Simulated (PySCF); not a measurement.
## Excitation energy of P by level of theory

P [Ne] 3s2 3p3 (4S) → P [Ne] 3s1 3p3 4s1 (6S), as a difference of total energies. Calculation: PySCF 2.14, in x2c-QZVPPall with one added diffuse shell each of s, p, d, f type (10s7p5d3f1g, 86 functions); the spin-free X2C one-electron Hamiltonian (Gaussian nucleus). Correlated levels: valence: [Ne] frozen; valence and next inner shell: 1s2 frozen. The calculations carry no spin-orbit coupling.

```csv
method,excitation energy (eV)
UHF,10.668
LDA,12.699
PBE,12.609
PBE0,12.511
r2SCAN,12.155
wB97X-V,12.838
B2PLYP,12.852
LC-wPBE,12.679
B3LYP,12.945
MP2 (valence),12.229
SCS-MP2 (valence),12.739
MP2 (valence and next inner shell),12.419
SCS-MP2 (valence and next inner shell),12.882
```

Question: How much does correlation contribute at MP2 (valence and next inner shell)?

Answer: 12.419 − (10.668) = 1.751 eV, measured against UHF.

The upper state lies above the first ionisation limit, but in LS coupling its spin forbids autoionisation to the ground ion. A Rydberg-like electron needs more diffuse functions than a valence basis has.

The promoted electron is Rydberg-like, and one or two diffuse shells describe it only roughly, which tends to raise the upper state.
